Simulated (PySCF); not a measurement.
## Correlation energy of Ne³⁺ (neon, charge +3)

[He] 2s2 2p3, high-spin 4S determinant. Computed with PySCF 2.14 in def2-QZVPPD, with the non-relativistic Hamiltonian (point nucleus). Frozen: nothing; 7 electrons correlated.

```json
{"level": "CCSD", "correlation energy (mhartree)": "-143.73"}
{"level": "(T)", "correlation energy (mhartree)": "-1.15"}
{"level": "CCSD(T)", "correlation energy (mhartree)": "-144.88"}
```

Diagnostics: T1 = 0.0018, D1 = 0.0053, largest double amplitude 0.023.

Q: Is a single reference adequate?

A: Yes: T1 lies below 0.03 and no double amplitude reaches 0.07.

This basis was not built for core-valence correlation, so the inner-shell part is incomplete.
